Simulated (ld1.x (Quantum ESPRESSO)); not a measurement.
**Pseudopotential generation for gallium: TM, LDA (PZ), scalar-relativistic.**

gallium (Ga), norm-conserving Troullier–Martins (Kleinman–Bylander form), made with ld1.x (Quantum ESPRESSO) 7.5 (LDA (PZ), scalar-relativistic). Core [Ar] 3d10, reference 4s2 4p1. Waves: 4p (bound): rc 2.35 bohr; 4s (bound): rc 2.52 bohr. Local part: the s channel. Core correction: Bessel-smoothed model core inside 0.95 bohr.

All-electron outer shells of the reference configuration (LDA (PZ), scalar-relativistic, ld1.x):

```tsv
shell	level (eV)	outermost node (bohr)	outermost maximum (bohr)
3p	-98.65	0.24	0.56
3d	-19.40	–	0.53
4s	-9.17	0.81	1.87
4p	-2.74	0.87	2.53
```

Estimate the cutoffs (Ry, on a coarse ladder) from which the occupation-weighted sum of valence levels, in a spherical-Bessel basis at the reference potential, stays within 10 and 1 mRy of its value at 400 Ry.

10 Ry and 21 Ry.

What does a ghost test show?

No extra level below or beside the all-electron valence levels (p, s, d, f tested).

Which valence shell sets the plane-wave cutoff?

4s: its level needs 21 Ry to come within 1 mRy, against 12 Ry for 4p.

Tests: 4s2 4p0; 4s1 4p0; 4s2 4p0.5; 4s2 4p1.3; 4s0 4p3; 4s1 4p1; 4s1 4p2. Which has the largest error in its energy relative to the reference configuration, and how large is it?

4s1 4p0, with -183 meV (all-electron minus pseudo) on +27.39 eV.
